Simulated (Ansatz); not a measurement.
`[F][Zr]([SH])([Cl])[Cl]` + HBr → `[F][Zr]([Cl])([Cl])[Br]` + H₂S at 700 K and 1 bar (ligand exchange at a Zr–S bond).

Isolated molecules relaxed with PBE0-D4/def2-TZVP in Ansatz; ΔE leaves out vibrations. CBS: MP2 limit from def2 TZ/QZ plus the TZ coupled-cluster correction, frozen cores. This one scheme is used for every species. def2 core potentials past Kr. For Br, Zr outer-core shells are correlated without core-valence functions, which leaves a few kJ/mol of doubt a bond. Scalar relativity is left out up to krypton. Each species was taken in one conformer, which may not be the lowest.

```
                  species  CCSD(T)/CBS energy (Eh)  H − E (kJ/mol)  S (J/(mol·K))
`[F][Zr]([SH])([Cl])[Cl]`              -1464.99805           106.1          502.1
                      HBr              -2573.91920            36.5          223.7
`[F][Zr]([Cl])([Cl])[Br]`              -3639.97082            77.6          476.1
                      H₂S               -398.97279            64.8          236.9
```

H − E and S are ideal-gas, rigid-rotor, harmonic terms from PBE0-D4/def2-TZVP, for one conformer and one mirror image of each species. 1 Eh = 2625.50 kJ/mol, R = 8.31446 J/(mol·K).

Problem. By hand: ΔE, ΔH, ΔS and ΔG.

Solution. ΔE = (-3639.97082) + (-398.97279) − (-1464.99805) − (-2573.91920) = -0.02636 Eh = -69.2 kJ/mol. Δ(H − E) = 77.6 + 64.8 − 106.1 − 36.5 = -0.2, so ΔH = -69.4 kJ/mol. ΔS = 476.1 + 236.9 − 502.1 − 223.7 = -12.8 J/(mol·K). ΔG = -69.4 − 700 × (-12.8)/1000 = -60.4 kJ/mol.

Problem. By hand: the equilibrium constant, and the temperature at which ΔG would vanish if ΔH and ΔS stayed fixed.

Solution. log₁₀ K = −ΔG/(RT ln 10) = 4.5. ΔG = 0 at ΔH/ΔS = 5422 K, far beyond where these terms or the molecules hold.

The number of gas molecules stays the same, so ΔS is small and ΔH decides. A doubt of 5 kJ/mol in ΔE shifts log₁₀ K by 0.4 here. Other conformers and mirror images would add mixing entropy, several J/(mol·K) or more a flexible species. Modes under 60 cm⁻¹, often nearly free rotors, make the harmonic entropy too high. These are equilibria of isolated gas molecules and say nothing of rates. Largest T1 diagnostic: 0.017 (customary marks: 0.02 for closed shells, 0.045 for open ones).
